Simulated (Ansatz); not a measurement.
A structure relaxed at PBE0-D4/def2-TZVP, charge 0, multiplicity 1:

Cartesian coordinates in Å:
```
Si 1.287 -0.918 0.820
O 0.556 0.078 -0.264
C -0.854 0.324 -0.163
Zn -1.342 1.540 -1.629
H 2.724 -0.970 0.458
H 0.692 -2.284 0.768
H 1.123 -0.401 2.209
H -1.092 0.759 0.817
H -1.408 -0.623 -0.225
H -1.687 2.494 -2.791
```

Task: Give its formula and SMILES.

Result: CH6OSiZn, `[SiH3]O[CH2][ZnH]`.

Task: Point group (tolerance 0.08 Å, 0.16 Å for H)?

Result: Cs.

Task: Summarise the bond lengths by kind.

Result: 1 × O–Si 1.644 Å; 3 × H–Si 1.482 to 1.491 Å; 1 × C–O 1.436 Å; 1 × C–Zn 1.967 Å; 2 × C–H 1.099 Å; 1 × H–Zn 1.542 Å.

All numbers were calculated with Ansatz.
